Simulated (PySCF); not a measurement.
Zn(Br)(Me) (CH₃BrZn), SMILES [CH3][Zn][Br]. Geometry: B3LYP-D3(BJ)/def2-SVP. The structure was generated by enumeration; whether it is a known compound was not checked.

Q: Give the equilibrium geometry at B3LYP-D3(BJ)/def2-SVP (PySCF confirms it by a frequency run) as Cartesian coordinates in Å, and its point group. (The exact figures need the calculation; the answer reports its results.)

A: point group C3v.
```xyz
6

Zn     0.0000     0.0000    -0.8194
Br     0.0000     0.0000     1.4459
C      0.0000     0.0000    -2.7633
H     -0.8935    -0.5159    -3.1476
H      0.8935    -0.5159    -3.1476
H      0.0000     1.0318    -3.1476
```
